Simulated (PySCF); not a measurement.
The free ion Pd5+ in its d5 configuration.

Method (PySCF 2.14, density fitting): CASSCF(5,5) with orbitals averaged over all microstates of the shell, strongly contracted NEVPT2 on the averaged canonical orbitals; basis x2c-TZVPall; spin-free X2C; gas phase; spin-orbit coupling by state interaction with the mean-field operator over all roots.

Which term lies lowest, and with what spin?

6S (S = 5/2, orbital degeneracy 1), by NEVPT2.

Which is the lowest state of another spin?

4G at 30502 cm⁻¹ by NEVPT2; CASSCF alone puts it at 33141 cm⁻¹ above the same ground state.

What are the magnetic parameters?

The lowest spin-orbit level is 6-fold with J = 5/2; the next lies at 29862.7 cm⁻¹. μeff is 5.91 μB at 300 K and 5.91 μB at 10 K; the spin-only value is 5.92 μB.

The job took 7.1 s on one thread of Arm Neoverse V1 (shared host), with 63 basis functions, launched as `OMP_NUM_THREADS=1 python lf_run.py task.json out`.
